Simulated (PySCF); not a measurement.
# How methods differ on the ionisation energy of Pd³⁷⁺

Pd³⁷⁺ [He] 2s2 2p5 (2P) → Pd³⁸⁺ [He] 2s2 2p4 (3P), as a difference of total energies. All numbers are calculated (PySCF 2.14, no relativity, point nucleus, in an even-tempered Gaussian basis (17 s from 14 bohr⁻², ratio 2.2; 11 p from 18 bohr⁻², ratio 2.2; 6 d from 79 bohr⁻², ratio 2.4; 5 f from 120 bohr⁻², ratio 2.4; 4 g from 180 bohr⁻², ratio 2.4)). Correlated levels: nothing frozen; virtual orbitals above 40 to 60 times the deepest correlated orbital energy dropped. The calculations carry no spin-orbit coupling.

| method | ionisation energy (eV) |
| --- | --- |
| UHF | 5449.8 |
| LDA | 5447.7 |
| PBE | 5449.7 |
| PBE0 | 5450.2 |
| r2SCAN | 5452.7 |
| BHandHLYP | 5451.1 |
| B2PLYP | 5451.0 |
| MP2 (all electrons) | 5451.4 |
| SCS-MP2 (all electrons) | 5451.4 |

Spin-orbit coupling is strong in these open shells (close to jj coupling). The scalar numbers leave it out and a first-order estimate fails, so it can dominate the gap to the real levels.

All relativistic terms are absent from these numbers, so their closeness to the reference says little about the methods.

For comparison: 5475 ± 9 eV (semi-empirical (NIST evaluation); NIST Atomic Spectra Database, ionization energies).
